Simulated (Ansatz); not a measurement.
Basis sets compared for the cluster FeGe10. Charge 0, multiplicity 1. Geometry PBE-D4/def2-SVP. Ansatz on 2 threads of AMD EPYC 7R13 on a shared host and a share (18 GiB) of an NVIDIA H100 80GB HBM3; times are rough, and most runs start from earlier orbitals.

```csv
atom,x (Å),y (Å),z (Å)
Fe1,-0.4559,-0.2096,0.3944
Ge2,1.6386,-1.2878,1.3256
Ge3,0.8478,0.9475,2.5921
Ge4,1.4249,-0.7261,-1.1428
Ge5,1.8667,1.4062,0.3544
Ge6,0.4645,-0.0365,-3.4581
Ge7,-1.2819,-0.7304,-1.7590
Ge8,0.0711,1.6781,-1.4406
Ge9,-0.9498,-1.7803,1.9762
Ge10,-2.6630,-1.2328,0.1642
Ge11,-0.9631,1.9717,0.9935
```

Single mean-field runs in def2-TZVP are fitted with def2-universal-jkfit. The restricted singlet is unstable towards broken spin symmetry in Hartree–Fock (as tested in another run); at PBE-D4/def2-SVP, PBE-D4/def2-TZVP, PBE0-D4/def2-SVP, PBE0-D4/def2-TZVP this wasn't settled. No other spin state of charge 0 was run. Another isomer (singlet) lies 0.77 eV lower at PBE0-D4/def2-TZVP; other spin states weren't run for this one.

Binding counts from free atoms (Fe quintet, Ge triplet) in the same basis, without a counterpoise term.

```csv
level,functions,energy (Eh),HOMO (eV),LUMO (eV),binding per atom (eV),wall time
PBE-D4/def2-SVP,351,-22028.0388,-4.86,-4.38,3.47,11 s
PBE0-D4/def2-SVP,351,-22028.4376,-5.83,-3.67,3.04,14 s
```

(1) Estimate the rows for PBE-D4/def2-TZVP (with forces), PBE0-D4/def2-TZVP.

Results:

(1) 
```json
{"level": "PBE-D4/def2-TZVP (with forces)", "functions": "525", "energy (Eh)": "-22030.8299", "HOMO (eV)": "-4.81", "LUMO (eV)": "-4.33", "binding per atom (eV)": "3.45", "wall time": "17 s"}
{"level": "PBE0-D4/def2-TZVP", "functions": "525", "energy (Eh)": "-22031.2233", "HOMO (eV)": "-5.74", "LUMO (eV)": "-3.61", "binding per atom (eV)": "3.06", "wall time": "16 s"}
```
